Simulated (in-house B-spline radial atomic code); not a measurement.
A fraction x of an electron is moved 5p → 5d in Er²⁺, starting from [Xe] 4f12 and keeping the highest spin. Level of theory: scalar-relativistic (X2C) OLYP, spin-polarised, spherical fractional occupations, Fermi nucleus of rms radius 5.2516 fm; calculated with an all-electron radial atomic-structure program (B-spline basis).

| x | E(x) - E(0) (eV) | 5p down level (eV) | 5d up level (eV) |
| --- | --- | --- | --- |
| 0 | 0.0000 | -40.498 | - |
| 0.125 | 3.3610 | -40.735 | -13.828 |
| 0.25 | ? | ? | ? |
| 0.375 | 10.0917 | -41.156 | -14.236 |
| 0.5 | 13.4550 | -41.344 | -14.454 |
| 0.625 | 16.8134 | -41.521 | -14.678 |
| 0.75 | 20.1650 | -41.687 | -14.905 |
| 0.875 | ? | ? | ? |
| 1 | 26.8425 | -41.990 | -15.357 |

**Question.** What belongs in the row x = 0.25?

**Answer.** An energy change of 6.7260 eV; 5p down at -40.953 eV, 5d up at -14.026 eV.

**Question.** What belongs in the row x = 0.875?

**Answer.** An energy change of 23.5084 eV; 5p down at -41.843 eV, 5d up at -15.132 eV.

**Question.** Check Janak's theorem between x = 0.375 and 0.5.

**Answer.** The slope of the energy is 26.91 eV; the orbital levels give 26.91 eV (ε of the receiving orbital less ε of the emptying one, averaged over the two points).
